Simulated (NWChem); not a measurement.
B2HO2 cation; SMILES O=BB=[OH+]

```xyz
5

O      0.0017    -2.1615     0.0000
B     -0.0039    -0.9534     0.0000
B     -0.0032     0.6967     0.0000
O      0.0013     1.9281     0.0000
H      0.0074     2.9086     0.0000
```
Atoms are numbered in this order, from 1.

Level: PBE-D3(BJ)/def2-SVP (NWChem), optimised geometry, unscaled harmonic frequencies. 

```
frequency (cm⁻¹)  IR intensity (km/mol)
----------------  ---------------------
171                                10.9
391                               223.5
393                               233.0
446                                 1.4
446                                 0.5
596                                10.7
1847                              195.3
2043                               61.1
3695                             1148.9
```

```json
{
  "zero_point_energy": "14.3 kcal/mol",
  "thermal correction to the enthalpy at 298.15 K (with zero-point energy)": "17.9 kcal/mol",
  "heat capacity Cv": "14.6 cal/(mol K)",
  "entropy at 298.15 K and 1 atm (symmetry number 1)": "58.3 cal/(mol K)"
}
```

Rigid rotor and harmonic oscillator.
